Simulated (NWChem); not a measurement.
Program: NWChem. System: ClCu, charge 0, spin multiplicity 1, at a geometry optimised with PBE/def2-SVP. The structure started from a generated list of species. Level: MP2/def2-TZVP, 14 core orbitals frozen.

Part of the output:

```
             Northwest Computational Chemistry Package (NWChem) 7.3.0
             --------------------------------------------------------

                                NWChem Input Module
                                -------------------

 Scaling coordinates for geometry "geometry" by  1.889725989
 (inverse scale =  0.529177249)

 Turning off AUTOSYM since
 SYMMETRY directive was detected!

                             Geometry "geometry" -> ""
                             -------------------------

 Output coordinates in angstroms (scale by  1.889725989 to convert to a.u.)

  No.       Tag          Charge          X              Y              Z
 ---- ---------------- ---------- -------------- -------------- --------------
    1 Cu                  29.0000     0.00000000     0.00000000    -0.76651500
    2 Cl                  17.0000     0.00000000     0.00000000     1.30758500

 Effective nuclear repulsion energy (a.u.)     125.7819698939

            Nuclear Dipole moment (a.u.)
            ----------------------------
        X                 Y               Z
 ---------------- ---------------- ----------------
     0.0000000000     0.0000000000     0.0000188973

      Symmetry information
      --------------------

 Group name             C2v
 Group number             16
 Group order               4
 No. of unique centers     2

      Symmetry unique atoms

     1    2


 Summary of "ao basis" -> "" (spherical)
 ------------------------------------------------------------------------------
       Tag                 Description            Shells   Functions and Types
 ---------------- ------------------------------  ------  ---------------------
 *                         def2-tzvp                  on all atoms

 Summary of "ao basis" -> "ao basis" (spherical)
 ------------------------------------------------------------------------------
       Tag                 Description            Shells   Functions and Types
 ---------------- ------------------------------  ------  ---------------------
 Cu                        def2-tzvp                15       45   6s4p4d1f
 Cl                        def2-tzvp                13       37   5s5p2d1f

                                 NWChem SCF Module
                                 -----------------

  ao basis        = "ao basis"
  functions       =    82
  atoms           =     2
  closed shells   =    23
  open shells     =     0
  charge          =   0.00
  wavefunction    = RHF
  use symmetry    = T
  symmetry adapt  = T

 Summary of "ao basis" -> "ao basis" (spherical)
 ------------------------------------------------------------------------------
       Tag                 Description            Shells   Functions and Types
 ---------------- ------------------------------  ------  ---------------------
 Cu                        def2-tzvp                15       45   6s4p4d1f
 Cl                        def2-tzvp                13       37   5s5p2d1f

      Symmetry analysis of basis
      --------------------------

        a1         36
        a2          8
        b1         19
        b2         19

 Forming initial guess at       0.0s

      Superposition of Atomic Density Guess
      -------------------------------------

 Sum of atomic energies:       -2098.39564362

      Non-variational initial energy
      ------------------------------

 Total energy =   -2098.173885
 1-e energy   =   -3169.200071
 2-e energy   =     945.244215
 HOMO         =      -0.447954
 LUMO         =      -0.168806

      Symmetry analysis of molecular orbitals - initial
      -------------------------------------------------

 !! scf_movecs_sym_adapt:   54 vectors were symmetry contaminated

  Symmetry fudging

 !! scf_movecs_sym_adapt:   54 vectors were symmetry contaminated

  Numbering of irreducible representations:

     1 a1          2 a2          3 b1          4 b2

  Orbital symmetries:

     1 a1          2 a1          3 a1          4 a1          5 b2
     6 b1          7 a1          8 a1          9 b1         10 b2
    11 a1         12 a1         13 b2         14 b1         15 a1
    16 a1         17 b1         18 b2         19 a1         20 a2
    21 a1         22 b2         23 b1         24 a1         25 a1
[...]
                       ROHF Final Molecular Orbital Analysis
                       -------------------------------------

 Vector   21  Occ=2.000000D+00  E=-4.038125D-01  Symmetry=a1
              MO Center= -6.6D-18,  1.4D-17,  8.0D-01, r^2= 1.9D+00
   Bfn.  Coefficient  Atom+Function         Bfn.  Coefficient  Atom+Function
  ----- ------------  ---------------      ----- ------------  ---------------
    62      0.457568  2 Cl pz                65      0.309374  2 Cl pz
    21      0.256743  1 Cu d  0               5     -0.243609  1 Cu s
    59      0.202118  2 Cl pz                53     -0.165733  2 Cl pz
    26      0.154426  1 Cu d  0

 Vector   22  Occ=2.000000D+00  E=-3.847832D-01  Symmetry=b1
              MO Center= -8.6D-16, -3.7D-30,  1.2D+00, r^2= 1.5D+00
   Bfn.  Coefficient  Atom+Function         Bfn.  Coefficient  Atom+Function
  ----- ------------  ---------------      ----- ------------  ---------------
    60      0.505815  2 Cl px                63      0.391014  2 Cl px
    57      0.241605  2 Cl px                51     -0.189236  2 Cl px
    22      0.164862  1 Cu d  1

 Vector   23  Occ=2.000000D+00  E=-3.847832D-01  Symmetry=b2
              MO Center= -3.8D-31,  5.9D-16,  1.2D+00, r^2= 1.5D+00
   Bfn.  Coefficient  Atom+Function         Bfn.  Coefficient  Atom+Function
  ----- ------------  ---------------      ----- ------------  ---------------
    61      0.505815  2 Cl py                64      0.391014  2 Cl py
    58      0.241605  2 Cl py                52     -0.189236  2 Cl py
    20     -0.164862  1 Cu d -1

 Vector   24  Occ=0.000000D+00  E= 2.164585D-03  Symmetry=a1
              MO Center=  3.8D-14,  3.1D-15, -1.4D+00, r^2= 5.2D+00
   Bfn.  Coefficient  Atom+Function         Bfn.  Coefficient  Atom+Function
  ----- ------------  ---------------      ----- ------------  ---------------
     6      1.046531  1 Cu s                 50     -0.361646  2 Cl s
    18     -0.226182  1 Cu pz

 Vector   25  Occ=0.000000D+00  E= 1.920952D-01  Symmetry=a1
              MO Center= -4.0D-15,  7.0D-16, -1.1D+00, r^2= 6.2D+00
   Bfn.  Coefficient  Atom+Function         Bfn.  Coefficient  Atom+Function
  ----- ------------  ---------------      ----- ------------  ---------------
     5      1.637383  1 Cu s                  6     -1.364326  1 Cu s
    36      0.486460  1 Cu d  0              18     -0.368431  1 Cu pz
     4     -0.284574  1 Cu s

 Vector   26  Occ=0.000000D+00  E= 1.989522D-01  Symmetry=b1
              MO Center= -2.5D-14,  3.8D-29, -1.5D+00, r^2= 3.4D+00
   Bfn.  Coefficient  Atom+Function         Bfn.  Coefficient  Atom+Function
  ----- ------------  ---------------      ----- ------------  ---------------
    37      0.768915  1 Cu d  1              16      0.734558  1 Cu px
    63      0.332212  2 Cl px                60     -0.171241  2 Cl px

 center of mass
 --------------
 x =   0.00000000 y =   0.00000000 z =  -0.04848675

 moments of inertia (a.u.)
 ------------------
         345.317074678522           0.000000000000           0.000000000000
           0.000000000000         345.317074678522           0.000000000000
           0.000000000000           0.000000000000           0.000000000000

  Mulliken analysis of the total density
  --------------------------------------

    Atom       Charge   Shell Charges
 -----------   ------   -------------------------------------------------------
    1 Cu  29    28.38   2.00  2.00  1.19  0.80  0.25  0.01  5.99  4.77  1.24  0.16  5.53  3.26  1.13  0.05  0.00
    2 Cl  17    17.62   2.01  0.45  1.52  1.06  0.92  4.18  1.69  1.08  2.84  1.86  0.00  0.01  0.00

       Multipole analysis of the density wrt the origin
       ------------------------------------------------

     L   x y z        total         open         nuclear
     -   - - -        -----         ----         -------
     0   0 0 0     -0.000000      0.000000     46.000000

     1   1 0 0      0.000000      0.000000      0.000000
     1   0 1 0      0.000000      0.000000      0.000000
     1   0 0 1     -2.565955      0.000000      0.000019

     2   2 0 0    -18.314506      0.000000      0.000000
     2   1 1 0     -0.000000      0.000000      0.000000
     2   1 0 1      0.000000      0.000000      0.000000
     2   0 2 0    -18.314506      0.000000      0.000000
     2   0 1 1      0.000000      0.000000      0.000000
     2   0 0 2    -17.972894      0.000000    164.644089

                   NWChem MP2 Semi-direct Energy/Gradient Module
                   ---------------------------------------------

  Basis functions       =     82
  Molecular orbitals    =     82
  Frozen core           =     14
  Frozen virtuals       =      0
  Active alpha occupied =      9
  Active beta occupied  =      9
  Active alpha virtual  =     59
  Active beta virtual   =     59
  Use MO symmetry       = T
  Use skeleton AO sym   = T

  AO/Fock/Back tols     =   1.0D-09  1.0D-09  1.0D-09

 GA uses MA = F    GA memory limited = T

 Available:
  local mem=  1.26D+08
 global mem=  1.44D+08
 local disk=  0.00D+00
  mp2_memr nvloc                    59
  nvloc new                    59
   1 passes of   9:        4194304                      40256                   5996478.
   1 passes of   9: M    126144210           G      144165752           F     121949906.

 Semi-direct pass number   1 of   1  for RHF alpha+beta  at        1.4s
  vrange nnbf                  3315
  mp2_eaftype                    22  avail_ma_in_mb                  1099
 EAF : mp2_eaftype filesize          22    2998239.
  mp2_eaf for mointskh                     22
Node 0 wrote     14.1 Mb in      0.0 s     Agg I/O rate:  3784.5 Mb/s
 Done moints_semi at        3.7s
  mp2_eaftype                    22  avail_ma_in_mb                  1077
 EAF : mp2_eaftype filesize          22    2998239.
  mp2_eaf for kh                    22
 Done maket at        3.8s
 Done multipass loop at        3.8s

          -------------------------------------------
          SCF energy               -2098.491784829248
          Correlation energy          -0.606050073115
          Singlet pairs               -0.300451879386
          Triplet pairs               -0.305598193729
          Total MP2 energy         -2099.097834902364
          -------------------------------------------

          ---------------------------------------------------
                    Spin Component Scaled (SCS) MP2
          Same spin pairs                     -0.203732129153
          Same spin scaling factor             0.333333333333
          Opposite spin pairs                 -0.402317943962
          Opposite spin scaling fact.          1.200000000000
          SCS-MP2 correlation energy          -0.550692242472
          Total SCS-MP2 energy             -2099.042477071720
          ---------------------------------------------------

 -----------------------
 Performance information
 -----------------------

 Timer overhead =  1.60D-07 seconds/call

               Nr. of calls         CPU time (s)                 Wall time (s)                GFlops
             ---------------    -------------------     ------------------------------   -------------------
Name         Min   Avg   Max    Min     Avg     Max     Min     Avg     Max   Mx/calls   Min     Max     Sum
mp2: moin     1     1     1    2.4     2.4     2.4      2.4     2.4     2.4     2.4      0.0     0.0     0.0
mp2: make     1     1     1   4.97E-2 4.97E-2 4.97E-2  4.97E-2 4.97E-2 4.97E-2 4.97E-2   0.0     0.0     0.0
mp2: tota     1     1     1    2.5     2.5     2.5      2.5     2.5     2.5     2.5      0.0     0.0     0.0

 The average no. of pstat calls per process was 3.00D+00
 with a timing overhead of 4.81D-07s

 Task  times  cpu:        3.8s     wall:        3.8s

 Total times  cpu:        3.8s     wall:        3.8s
```

Q: Write an NWChem input that would produce this output.

A: This is not unique; one that fits is 
```
start mol
memory heap 200 mb stack 900 mb global 1100 mb
geometry units angstroms nocenter noautoz
  Cu     0.000000     0.000000    -0.766515
  Cl     0.000000     0.000000     1.307585
  symmetry group C2v
end
basis spherical
  * library def2-tzvp
end
scf
  rhf
  nopen 0
  maxiter 100
  thresh 1e-7
  semidirect memsize 60000000 filesize 0
end
mp2
  freeze core 14
end
task mp2 energy
```
